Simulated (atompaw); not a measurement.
# u(r) = r·R(r): atom against pseudo-atom (rhenium (Re))

Columns: radius, all-electron u(r) and pseudo u(r) of the 5p shell (level -47.01 eV) of rhenium in the configuration [Kr] 4d10 4f14 5s2 5p6 5d5 6s2 6p0; PBE, scalar-relativistic, PAW (atompaw) scheme, atompaw 4.2.0.5.

```
r (bohr)  all-electron  pseudo
   0.079        0.0129  0.0208
   0.158        0.3575  0.0813
   0.237       -0.0770  0.1769
   0.315       -0.4749  0.2981
   0.394       -0.5418  0.4387
   0.473       -0.3451  0.5865
   0.552       -0.0309  0.7310
   0.631        0.2946  0.8623
   0.710        0.5754  0.9723
   0.788        0.7877  1.0545
   0.867        0.9352  1.1078
   0.946        1.0220  1.1310
   1.025        1.0591  1.1260
   1.104        1.0578  1.0970
   1.183        1.0283  1.0495
   1.262        0.9795  0.9893
   1.340        0.9192  0.9225
   1.419        0.8515  0.8520
   1.498        0.7808  0.7808
   1.577        0.7102  0.7102
   1.656        0.6417  0.6417
   1.735        0.5767  0.5767
   1.813        0.5165  0.5165
   1.892        0.4603  0.4603
   1.971        0.4089  0.4089
   2.050        0.3621  0.3621
```

Problem. How many radial nodes do the two functions have?

Solution. The all-electron 5p function has n − l − 1 = 3 (the table is too coarse to show those close to the nucleus); the pseudo-wave has 0, since the states of the same l below it are removed with the core.

Problem. At about which radius was the pseudo-wave matched?

Solution. 1.50 bohr. The columns agree to 0.0005 from 1.42 bohr on; several derivatives are matched, so the curves merge somewhat inside the radius.

Problem. Is the pseudo-wave norm-conserving?

Solution. No, it belongs to a PAW set: the norm inside the radius is not constrained, and the difference is carried by the augmentation charge.
